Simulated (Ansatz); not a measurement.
`C=[CH][GeH2]` radical. Charge 0, multiplicity 2. The structure was optimised at the PBE0-D4/def2-TZVP level.

```xyz
8

C    -0.236   -1.228   -0.566
C    -0.588   -0.177    0.177
Ge    0.359    1.493    0.178
H    -0.818   -2.145   -0.571
H     0.652   -1.219   -1.192
H    -1.495   -0.236    0.775
H     1.796    1.322   -0.354
H     0.331    2.190    1.552
```

What is the dipole moment at ωB97M-V/def2-TZVPP? (Best estimate.)

The calculation gave: 0.65 D, with components (-0.32, -0.56, -0.10) D in this frame, pointing from negative to positive charge.

And with PBE, r2SCAN, B3LYP? (An estimate is asked.)

Ansatz gave: PBE 0.66 D, r2SCAN 0.67 D, B3LYP 0.68 D.

Give the Mulliken charges with ωB97M-V, r2SCAN, PBE in def2-TZVPP. (Estimate.)

Computed: 
| atom | ωB97M-V | r2SCAN | PBE |
| --- | --- | --- | --- |
| C1 | -0.18 | -0.12 | -0.16 |
| C2 | -0.22 | -0.18 | -0.16 |
| Ge3 | 0.05 | 0.08 | 0.06 |
| H4 | 0.11 | 0.09 | 0.10 |
| H5 | 0.09 | 0.07 | 0.08 |
| H6 | 0.11 | 0.08 | 0.09 |
| H7 | 0.01 | -0.01 | -0.01 |
| H8 | 0.02 | -0.01 | -0.01 |

B3LYP here is the variant with VWN-RPA as its local correlation; programs differ in this.
